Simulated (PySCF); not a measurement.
## Electronic structure of K (potassium, neutral) at the UHF level

Configuration: [Ar] 4p1, 2P determinant (an excited configuration). Computed with PySCF 2.14 in aug-cc-pVDZ-X2C (6s5p3d, 36 functions), with scalar relativity by spin-free X2C-1e.

```
Total energy                                                  : -601.404874 hartree
One-electron energy                                           : -825.8381 hartree
Hartree (Coulomb) energy                                      : 257.2873 hartree
Exchange energy                                               : -32.8541 hartree
⟨S²⟩                                                          : 0.7500
⟨L²⟩                                                          : 2.000
Sum of ⟨r⟩                                                    : 21.29 bohr
Sum of ⟨r²⟩                                                   : 77.66 bohr²
Traceless quadrupole moment −½Σ⟨3z² − r²⟩ along its main axis : -23.2 e·bohr²
Langevin diamagnetic susceptibility                           : -61.5 ×10⁻⁶ cm³/mol
```

```tsv
shell	electrons	mean orbital energy (hartree)	spread (hartree)	rms radius, mean of both spins (bohr)
1s α	1	-134.19387	0	0.0937
1s β	1	-134.19360	0	0.0937
2s α	1	-14.65824	0	0.418
2s β	1	-14.65799	0	0.418
2p α	3	-11.58204	0.00026	0.388
2p β	3	-11.58159	0.00078	0.388
3s α	1	-1.81576	0	1.37
3s β	1	-1.81447	0	1.37
3p α	3	-1.00928	0.00079	1.56
3p β	3	-1.00782	0.00416	1.56
4p α	1	-0.09558	0	7.62
```

Densities and radii are taken from the X2C orbitals without a picture-change correction, which distorts them close to the nucleus.

Spin-orbit constants ζ (cm⁻¹) from the X2C one-electron operator on these orbitals: bare nucleus, nucleus screened by l(l+1)(2l+1)/3 electrons, and screened by the Breit-Pauli mean field of the electrons.

| shell | bare | screened nucleus | mean field |
| --- | --- | --- | --- |
| 2p | 16870 | 15100 | 14280 |
| 3p | 1441 | 1290 | 1207 |
| 4p | 27.12 | 24.26 | 22.37 |

To first order the Landé constant is A = 22.37 cm⁻¹, so the lowest level has J = 1/2 and lies 0.00277 eV below the centre of the term.
